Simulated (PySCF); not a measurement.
Isomers of C2H6Si2. All species are isolated molecules in the gas phase. One relaxed conformer stands for each flexible species; it need not be the lowest. Strings in code marks are SMILES.

All values below come from B3LYP-D3(BJ)/def2-TZVP (PySCF). All candidates: neutral, multiplicity 1. B3LYP has the VWN-RPA correlation part, as in Gaussian. 

The HOMO–LUMO gap is 6.58 eV. The HOMO is -7.50 eV and the LUMO is -0.92 eV.

### Question
Identify which member has these values.
(A) `C1=C[SiH2][SiH2]1`
(B) `C=[SiH]C=[SiH2]` (C–Si–C–Si torsion 180°)
(C) `[SiH2]=C1C[SiH2]1`
(D) `[SiH2]=CC=[SiH2]` (Si–C–C–Si torsion 180°)

### Answer
A, `C1=C[SiH2][SiH2]1`. The others give `C=[SiH]C=[SiH2]` (C–Si–C–Si torsion 180°): 3.33 eV, -5.57 eV, -2.24 eV; `[SiH2]=CC=[SiH2]` (Si–C–C–Si torsion 180°): 2.92 eV, -5.04 eV, -2.13 eV; `[SiH2]=C1C[SiH2]1`: 4.57 eV, -6.21 eV, -1.64 eV
